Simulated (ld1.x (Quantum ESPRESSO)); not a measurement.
## Bi, TM: configuration errors across variants

| Property | Result |
| --- | --- |
| Element | bismuth |
| Generator | ld1.x (Quantum ESPRESSO) 7.5 |
| Type | norm-conserving Troullier–Martins (Kleinman–Bylander form) |
| Functional | PBE |
| Relativity | scalar-relativistic |
| Frozen core | [Xe] 4f14 |
| Valence charge | 15 |
| Reference configuration | 5d10 6s2 6p2.5 (charge +0.5) |
| Partial waves | 6s (bound): rc 1.50 bohr; 5d (bound): rc 1.90 bohr; 5f channel at 0.15 Ry: rc 2.05 bohr; 6p (bound): rc 2.60 bohr |
| Local potential | the p channel |
| Core correction | none |

All-electron excitation energies from the reference (eV): (1) 5d10 6s2 6p3 -3.097; (2) 5d10 6s2 6p2 4.816; (3) 5d10 6s2 6p1 20.063; (4) 5d10 6s2 6p3.3 -4.191; (5) 5d10 6s1 6p4 6.985; (6) 5d9 6s2 6p3 30.225; (7) 5d9 6s2 6p4 21.110.

2 further variants failed, have other tests or another functional or relativity, and are left out.

Errors AE − PS in meV (a dash: test not solved or not reliable):

| change | (1) | (2) | (3) | (4) | (5) | (6) | (7) | bound ghosts |
| --- | --- | --- | --- | --- | --- | --- | --- | --- |
| base | +1.9 | -1.8 | -6.2 | +2.8 | -8.7 | -166 | -215 | none |
| wave 5d (bound): rc 1.90 bohr becomes 5d (bound): rc 1.18 bohr | +1.8 | -1.8 | -6.3 | +2.8 | -8.6 | -169 | -217 | none |
| type TM semilocal; local potential the f channel | +1.9 | -1.8 | -5.6 | +2.8 | -5.0 | -36 | -92 | none |
| wave 5f channel at 0.15 Ry: rc 2.05 bohr becomes 5f channel at -0.2 Ry: rc 2.05 bohr | +1.9 | -1.8 | -6.2 | +2.8 | -8.7 | -166 | -215 | none |
| wave 6s (bound): rc 1.50 bohr becomes 6s (bound): rc 2.06 bohr | +1.9 | -1.8 | -5.6 | +2.9 | -5.3 | -194 | -236 | none |
| all radii scaled by about 0.78 (s 1.18, p 2.02, d 1.48, f 1.60 bohr) | +1.8 | -1.9 | -7.5 | +2.7 | +15 | -146 | -193 | none |

Give the same row for: wave 6p (bound): rc 2.60 bohr becomes 6p (bound): rc 2.26 bohr.

+1.8, -1.8, -6.6, +2.7, -10, -177, -225; bound ghosts: none.
